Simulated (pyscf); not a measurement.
PySCF, gas phase, ωB97X-D3(BJ)/def2-SVP geometries.

**Question.** `[GaH2][AsH][AsH2]` -> `[GaH]=[AsH]` + `[AsH3]`
Surface: singlet. Broken: As–As, Ga–H. Formed: As–H. Give ΔE‡ and ΔE from ωB97M-D3(BJ)/def2-TZVP, relative to the reactant's lowest minimum found.

**Answer.** ΔE‡ = 53.8 kcal/mol, ΔE = +31.4 kcal/mol. Zero-point energy shifts the barrier by -1.1 kcal/mol. It is an elimination, with an imaginary mode of 751i cm⁻¹. On the product side the descent ends in a complex, 5.5 kcal/mol under the separated species and 22.9 kcal/mol under the saddle at ωB97X-D3(BJ)/def2-TZVP. At ωB97X-D3(BJ)/def2-TZVP the barrier from the zero used here is 58.0 kcal/mol. H₂Ga–AsH–AsH₂ is closed by a dative As–Ga contact. HGa=AsH lies 12.3 kcal/mol over its isomer Ga–AsH₂ [singlet] (electronic energy, ωB97M-D3(BJ)/def2-TZVP). One saddle was located; it need not be the lowest between these sides. Elements up to Kr have no core potential and no relativistic terms here.
